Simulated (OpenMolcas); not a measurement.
## Ta4+ in a point-charge field

Ta4+ among 4 point charges of -1.62 e arranged as a tetrahedron (Td), 1.92 Å from the ion.

```json
{
  "Program": "OpenMolcas 26.06",
  "Method": "CASSCF",
  "Basis": "ANO-RCC-VTZP [8s7p5d3f2g1h]",
  "Scalar Hamiltonian": "DKH2, point nucleus",
  "Active space": "1 electron in 5 orbitals (5d)",
  "State averaging": "2S+1 = 2 even, 5 roots",
  "Spin-orbit coupling": "RASSI with atomic mean-field integrals over the reference wave functions"
}
```

The lowest spin-free states (labels of Td), above the lowest:

| State | Degeneracy | E (cm-1) | Free-ion L (%) |
| --- | --- | --- | --- |
| 2E | 2 | 0.0 | D (100) |
| 2T2 | 3 | 5177 | D (100) |

The lowest levels with spin-orbit coupling:

```tsv
E (cm-1)	Degeneracy	Label	2S+1	g
0.0	4	Γ8	2	
7462	4	Γ8	2	
9225	2	Γ7	2	1.93 1.93 1.93
```

Powder χT (cm3 K/mol): 0.171 at 2 K, 0.172 at 10 K, 0.174 at 50 K, 0.178 at 100 K, 0.185 at 200 K, 0.191 at 300 K. The effective moment at 300 K is 2.828 √(χT) = 1.24 μB.

The lowest level has 2S+1 = 2, for which the spin-only value is χT = S(S+1) / 2 = 0.375 cm3 K/mol (g = 2). The computed 0.191 at 300 K differs by -0.184, through orbital momentum, spin-orbit coupling and any other state in reach.

The gap between the two states is 10Dq = -5177 cm-1 (negative for this site).

An orbital doublet at a regular site is open to a Jahn-Teller distortion, which this geometry leaves out. Point charges carry no covalency, so the field is a model and not that of real ligands. No measured value stands beside these numbers.
